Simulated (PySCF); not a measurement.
B(F)(GeH3)(OH) (BFGeH4O), SMILES O[B](F)[GeH3].

The structure is a stationary point at PBE0-D3(BJ)/def2-SVP. This is a generated structure with no PubChem entry under its InChIKey; it may be hypothetical. One conformer was computed; it need not be the lowest.

These are TDDFT-PBE/def2-SVPD (PySCF 2.14.0) values and carry that method's errors.

Vertical excitations. Gas-phase values at a fixed geometry. State labels are in the subgroup Cs.

```json
[
 {"state": "S1", "symmetry": "A\"", "energy (eV)": "6.48", "λ (nm)": "191", "f": "0.017", "main pairs": "HOMO→LUMO 88 %"},
 {"state": "S2", "symmetry": "A'", "energy (eV)": "6.80", "λ (nm)": "182", "f": "0.105", "main pairs": "HOMO→LUMO+1 93 %"},
 {"state": "S3", "symmetry": "A\"", "energy (eV)": "6.81", "λ (nm)": "182", "f": "0.014", "main pairs": "HOMO−1→LUMO 87 %"},
 {"state": "S4", "symmetry": "A'", "energy (eV)": "7.10", "λ (nm)": "175", "f": "0.122", "main pairs": "HOMO−2→LUMO 83 %"},
 {"state": "S5", "symmetry": "A'", "energy (eV)": "7.49", "λ (nm)": "166", "f": "0.040", "main pairs": "HOMO−1→LUMO+1 94 %"},
 {"state": "S6", "symmetry": "A\"", "energy (eV)": "7.54", "λ (nm)": "165", "f": "0.036", "main pairs": "HOMO−2→LUMO+1 96 %"},
 {"state": "S7", "symmetry": "A'", "energy (eV)": "7.62", "λ (nm)": "163", "f": "0.008", "main pairs": "HOMO→LUMO+2 94 %"},
 {"state": "S8", "symmetry": "A'", "energy (eV)": "8.00", "λ (nm)": "155", "f": "0.002", "main pairs": "HOMO→LUMO+3 86 %"},
 {"state": "S9", "symmetry": "A\"", "energy (eV)": "8.02", "λ (nm)": "155", "f": "0.001", "main pairs": "HOMO−4→LUMO 99 %"},
 {"state": "S10", "symmetry": "A\"", "energy (eV)": "8.32", "λ (nm)": "149", "f": "0.048", "main pairs": "HOMO−2→LUMO+2 95 %"},
 {"state": "T1", "symmetry": "A\"", "energy (eV)": "5.36", "λ (nm)": "231", "f": "0", "main pairs": "HOMO→LUMO 99 %"},
 {"state": "T2", "symmetry": "A'", "energy (eV)": "6.40", "λ (nm)": "194", "f": "0", "main pairs": "HOMO−2→LUMO 90 %"},
 {"state": "T3", "symmetry": "A\"", "energy (eV)": "6.55", "λ (nm)": "189", "f": "0", "main pairs": "HOMO−1→LUMO 98 %"},
 {"state": "T4", "symmetry": "A'", "energy (eV)": "6.58", "λ (nm)": "189", "f": "0", "main pairs": "HOMO→LUMO+1 92 %"}
]
```
Triplets are in the Tamm–Dancoff approximation, which puts them higher than full response would, so one can lie above its singlet here.
